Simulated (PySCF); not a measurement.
Compound: CH3Cl2FGe.
Cartesian coordinates in Å at the PBE0-D3(BJ)/def2-SVP level; atoms count from 1:
```xyz
8
CH3Cl2FGe angstrom
F      1.3891   -1.6798    0.5311
Ge     0.9652   -0.0169    0.2284
C     -0.9714    0.0251   -0.1235
Cl    -1.3973    1.7519   -0.2924
Cl    -1.3650   -0.9096   -1.5761
H      1.7125    0.4364   -1.0273
H      1.2840    0.7595    1.5118
H     -1.5709   -0.3777    0.7024
```

Level of theory: core-valence-separated Tamm–Dancoff BHandHLYP/aug-pcX-1 (pcseg-1 on H, def2-SVPD on Ge, def2-SVPD on Cl) in PySCF, non-relativistic, gas phase, PBE0-D3(BJ)/def2-SVP geometry. Absolute energies from this functional tend to lie a few eV below measured edges; no shift was applied.

Question: What does the C 1s absorption edge look like?

Answer: 
```json
{"E (eV)": "285.87", "f": "0.0616", "core hole on": "C3", "main final orbital": "LUMO (46 %)"}
{"E (eV)": "286.19", "f": "0.0700", "core hole on": "C3", "main final orbital": "spread"}
{"E (eV)": "288.50", "f": "0.0214", "core hole on": "C3", "main final orbital": "LUMO+3 (33 %)"}
{"E (eV)": "288.81", "f": "0.0382", "core hole on": "C3", "main final orbital": "LUMO+2 (41 %)"}
{"E (eV)": "289.38", "f": "0.0052", "core hole on": "C3", "main final orbital": "LUMO+1 (35 %)"}
{"E (eV)": "290.50", "f": "0.0030", "core hole on": "C3", "main final orbital": "LUMO+5 (31 %)"}
{"E (eV)": "290.81", "f": "0.0054", "core hole on": "C3", "main final orbital": "LUMO+6 (30 %)"}
```

The first line with a tenth or more of the strongest one's intensity is at 285.87 eV (f = 0.062), with the hole on C3 (CHCl2 carbon). The strongest listed is at 286.19 eV (f = 0.070; C3).

Question: List the fluorine K-edge absorption lines.

Answer: 
```csv
E (eV),f,core hole on,main final orbital
683.34,0.0222,F1,LUMO (37 %)
685.46,0.0077,F1,LUMO+1 (38 %)
686.07,0.0047,F1,LUMO+2 (43 %)
686.49,0.0056,F1,spread
687.03,0.0017,F1,LUMO+4 (44 %)
687.10,0.0013,F1,LUMO+5 (47 %)
687.29,0.0080,F1,spread
```

The first line with a tenth or more of the strongest one's intensity is at 683.34 eV (f = 0.022), with the hole on F1 (fluorine bonded to Ge). It is also the strongest listed.

Roots within 0.03 eV whose holes lie on the same, on equivalent or on shared atoms are summed into one line, and the highest roots are left out, as the search may have cut off their partners. Final orbitals are the ground state's empty Kohn–Sham orbitals.

Question: What are the wavelength and the wavenumber of the 286.19 eV line?

Answer: λ = 12398.42 eV Å/286.19 eV = 43.322 Å; 2.3083 × 10⁶ cm⁻¹.

The list ends where the root search ended, not at a threshold. The BHandHLYP/aug-pcX-1 (pcseg-1 on H, def2-SVPD on Ge, def2-SVPD on Cl) calculation is non-relativistic and has no spin–orbit coupling, an omission that weighs most on germanium.

The run took 8.5 s on an Arm Neoverse V2 with one thread, shared host with 96 logical CPUs at a one-minute load of 84, and the process peaked at 0.66 GiB of memory.

One conformer stands for the species.
